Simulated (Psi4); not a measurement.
hydrogen chloride (HCl), singlet (typed; the unrestricted solution is spin-contaminated), at a GFN2-xTB geometry, with bond 2-1 at 2.2 times its length; Psi4 1.11 with HF/aug-cc-pVDZ.

Psi4 was given this input:
```
memory 2 GB

molecule mol {
0 1
  Cl   -0.000000   -0.000000   -0.070946
  H     0.000000    0.000000    2.738501
}

set basis aug-cc-pvdz
set reference uhf
set stability_analysis follow
set scf_type pk

energy('scf')
print_variables()
```

Output, abridged:

```
   => Loading Basis Set <=

    Name: AUG-CC-PVDZ
    Role: ORBITAL
    Keyword: BASIS

         ---------------------------------------------------------
                                   SCF
               by Justin Turney, Rob Parrish, Andy Simmonett
                          and Daniel G. A. Smith
                              UHF Reference
         ---------------------------------------------------------

  ==> Geometry <==

    Molecular point group: c2v
    Full point group: C_inf_v

    Geometry (in Angstrom), charge = 0, multiplicity = 1:

       Center              X                  Y                   Z               Mass
    ------------   -----------------  -----------------  -----------------  -----------------
         CL           0.000000000000     0.000000000000    -0.078701847786    34.968852682000
         H            0.000000000000     0.000000000000     2.730745152214     1.007825032230

  Running in c2v symmetry.

  Rotational constants: A = ************  B =      2.18027  C =      2.18027 [cm^-1]
  Rotational constants: A = ************  B =  65362.70897  C =  65362.70897 [MHz]
  Nuclear repulsion =    3.202058120829473

  Charge       = 0
  Multiplicity = 1
  Electrons    = 18
  Nalpha       = 9
  Nbeta        = 9

  ==> Algorithm <==

  SCF Algorithm Type is PK.
  DIIS enabled.
  MOM disabled.
  Fractional occupation disabled.
  Guess Type is SAD.
  Energy threshold   = 1.00e-06
  Density threshold  = 1.00e-06
  Integral threshold = 1.00e-12

  ==> Primary Basis <==

  Basis Set: AUG-CC-PVDZ
    Blend: AUG-CC-PVDZ
    Number of shells: 16
    Number of basis functions: 36
    Number of Cartesian functions: 38
    Spherical Harmonics?: true
    Max angular momentum: 2

  ==> Integral Setup <==

  Using in-core PK algorithm.
   Calculation information:
      Number of atoms:                   2
      Number of AO shells:              16
      Number of primitives:             60
      Number of atomic orbitals:        38
      Number of basis functions:        36

      Integral cutoff                 1.00e-12
      Number of threads:                 1

  Performing in-core PK
  Using 444222 doubles for integral storage.
  We computed 9314 shell quartets total.
  Whereas there are 9316 unique shell quartets.

  ==> DiskJK: Disk-Based J/K Matrices <==

    J tasked:                  Yes
    K tasked:                  Yes
    wK tasked:                  No
    Schwarz Cutoff:          1E-12

[...]
    Wavefunction unstable!
    Rotating orbitals by 0.5 * pi / 2 radians along unstable eigenvector.
[...]
    Wavefunction stable under totally symmetric rotations.
    Lowest totally symmetric eigenvalue: 0.262864
    Lowest UHF->UHF stability eigenvalues:
      B1 0.004189        B2 0.004189        A1 0.262864        A2 0.386927

    Stability analysis over.

  ==> Post-Iterations <==

   @Spin Contamination Metric:   9.746990566E-01
   @S^2 Expected:                0.000000000E+00
   @S^2 Observed:                9.746990566E-01
   @S   Expected:                0.000000000E+00
   @S   Observed:                0.000000000E+00

    Orbital Energies [Eh]
    ---------------------

    Alpha Occupied:

[...]
    Alpha Virtual:

[...]
    Beta Occupied:

[...]
    Beta Virtual:

[...]
    Final Occupation by Irrep:
             A1    A2    B1    B2
    DOCC [     5,    0,    2,    2 ]
    SOCC [     0,    0,    0,    0 ]
    NA   [     5,    0,    2,    2 ]
    NB   [     5,    0,    2,    2 ]

  @UHF Final Energy:  -459.97346513474810

   => Energetics <=

    Nuclear Repulsion Energy =              3.2020581208294732
    One-Electron Energy =                -641.7408545217126630
    Two-Electron Energy =                 178.5653312661350469
    Total Energy =                       -459.9734651347480963

  UHF NO Occupations:
  HONO-2 :    2 B1 1.9998947
  HONO-1 :    4 A1 1.9966908
  HONO-0 :    5 A1 1.1798093
  LUNO+0 :    6 A1 0.8201907
  LUNO+1 :    7 A1 0.0033092
  LUNO+2 :    3 B2 0.0001053
  LUNO+3 :    3 B1 0.0001053

Computation Completed

Properties will be evaluated at   0.000000,   0.000000,   0.000000 [a0]

Properties computed using the SCF density matrix

 Multipole Moments:

 ------------------------------------------------------------------------------------
     Multipole            Electronic (a.u.)      Nuclear  (a.u.)        Total (a.u.)
 ------------------------------------------------------------------------------------

 L = 1.  Multiply by 2.5417464519 to convert [e a0] to [Debye]
 Dipole X            :          0.0000000            0.0000000            0.0000000
 Dipole Y            :          0.0000000            0.0000000            0.0000000
 Dipole Z            :         -2.5703665            2.6320365            0.0616701
 Magnitude           :                                                    0.0616701

 ------------------------------------------------------------------------------------

  Variable Map:
  ----------------------------------------------------------------------------
[...]
[...]
```
